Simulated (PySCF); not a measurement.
The group X on silaethenyl-X is varied. All species are isolated molecules in the gas phase. One relaxed conformer stands for each flexible species; it need not be the lowest. Strings in code marks are SMILES.

Method: ωB97X-D3(BJ)/def2-TZVP // PBE0-D3(BJ)/def2-TZVP (PySCF). All candidates: neutral, multiplicity 1. Delta-SCF ions had no search for a lower state. Excitations are Tamm–Dancoff values on a coarser integration grid. The basis has no diffuse functions, so Rydberg states are missing or too high.

```json
{
  "S1 excitation (TDA)": "5.10 eV",
  "vertical ionisation energy (Delta-SCF)": "8.21 eV",
  "T1 excitation (TDA)": "2.46 eV"
}
```

### Question
Which member has these values?
A) `C=[SiH]C=S` (C–Si–C–S torsion 0°)
B) `B[SiH]=C`
C) `C=[SiH]B(O)O`
D) `C=[SiH]SC` (C–Si–S–C torsion 0°)

### Answer
C, `C=[SiH]B(O)O`. The others give `C=[SiH]SC` (C–Si–S–C torsion 0°): 5.19 eV, 8.11 eV, 3.18 eV; `C=[SiH]C=S` (C–Si–C–S torsion 0°): 1.74 eV, 8.53 eV, 1.20 eV; `B[SiH]=C`: 4.22 eV, 8.71 eV, 1.77 eV
